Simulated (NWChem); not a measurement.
Species: CH7AlN2; SMILES [CH3][Al]([NH2])[NH2]

```xyz
11

Al    -0.0014     0.0320     0.0009
C     -0.0204    -1.9239     0.0013
H      0.2299    -2.3261    -0.9950
H     -1.0059    -2.3320     0.2774
H      0.7183    -2.3395     0.7064
N     -1.5205     0.9590    -0.0036
H     -1.6099     1.9681    -0.0227
H     -2.4423     0.5382     0.0029
N      1.5397     0.9225    -0.0027
H      1.6516     1.9293    -0.0232
H      2.4519     0.4815     0.0061
```
Atoms are numbered in this order, from 1.

Program: NWChem. Pople sets run with spherical d functions. All runs use the structure optimised with PBE0/def2-SVP. Vzz is the largest principal value of the second derivative of the potential at the nucleus (NWChem prints the opposite sign); η is the asymmetry. Non-relativistic.

| level | Vzz Al1 (a.u.) | η Al1 | Vzz N9 (a.u.) | η N9 |
|---|---|---|---|---|
| Hartree-Fock/6-31G* | 0.865 | 0.13 | -0.813 | 0.62 |
| Hartree-Fock/cc-pVTZ | ? | 0.12 | ? | ? |
| PBE/6-31G* | 0.663 | 0.07 | -0.763 | 0.57 |
| PBE/cc-pVTZ | 1.050 | 0.05 | -0.759 | 0.59 |

Question: Complete the blanks.

Answer: 
- Hartree-Fock/cc-pVTZ, Vzz Al1 (a.u.): 1.136
- Hartree-Fock/cc-pVTZ, Vzz N9 (a.u.): -0.790
- Hartree-Fock/cc-pVTZ, η N9: 0.67
